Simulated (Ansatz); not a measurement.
# Ligand exchange: C2H5FSn + GeH3(NH2) → C2H7NSn + GeH3F

Species: C2H5FSn `C[CH2][Sn][F]`, singlet; GeH3(NH2), singlet; C2H7NSn `C[CH2][Sn][NH2]`, singlet; GeH3F (fluorogermane) `[F][GeH3]`, singlet. The partners trade F for NH2: Sn–F and Ge–NH2 bonds give way to Sn–NH2 and Ge–F.

Shapes, held fixed at every level: PBE0-D4/def2-TZVP. Flexible molecules stand in one conformer, not always the lowest. Programs: Ansatz 0.2.0. The zero-point and thermal change to 298 K, harmonic and unscaled (PBE0-D4/def2-TZVP), is +0.3 kJ/mol.

```json
{"level": "PBE-D4/def2-TZVPP", "kind": "GGA", "ΔH(298 K) (kJ/mol)": "+3.9", "less CCSD(T)/def2-TZVPP": "+6.9"}
{"level": "BHLYP-D4/def2-TZVPP", "kind": "global hybrid", "ΔH(298 K) (kJ/mol)": "+2.0", "less CCSD(T)/def2-TZVPP": "+5.0"}
{"level": "wB97M-V/def2-TZVPP", "kind": "range-separated hybrid", "ΔH(298 K) (kJ/mol)": "+3.6", "less CCSD(T)/def2-TZVPP": "+6.6"}
{"level": "wB97X-V/def2-TZVPP", "kind": "range-separated hybrid", "ΔH(298 K) (kJ/mol)": "+5.3", "less CCSD(T)/def2-TZVPP": "+8.3"}
{"level": "B2PLYP/def2-TZVPP", "kind": "double hybrid", "ΔH(298 K) (kJ/mol)": "+1.0", "less CCSD(T)/def2-TZVPP": "+4.0"}
{"level": "CCSD/def2-SVP", "kind": "coupled cluster or CI", "ΔH(298 K) (kJ/mol)": "-0.9", "less CCSD(T)/def2-TZVPP": "+2.1"}
{"level": "CCSD/def2-TZVPP", "kind": "coupled cluster or CI", "ΔH(298 K) (kJ/mol)": "-1.2", "less CCSD(T)/def2-TZVPP": "+1.8"}
{"level": "CCSD(T)/def2-TZVPP", "kind": "coupled cluster or CI", "ΔH(298 K) (kJ/mol)": "-3.0", "less CCSD(T)/def2-TZVPP": "0.0"}
```

The highest level, CCSD(T)/def2-TZVPP, gives ΔH(298 K) = -3.0 kJ/mol; the levels span -3.0 to +5.3. That is about zero within the method's error. They disagree on the sign: 5 of 8 are positive. The column of differences is taken from that level and isn't an error. No measured value is set beside it here. For atoms past krypton def2 sets carry core potentials with scalar relativity. Relativity is left out for Ge unless named. Correlated rows may include outer-core shells of Ge, Sn, which these sets cover unevenly.
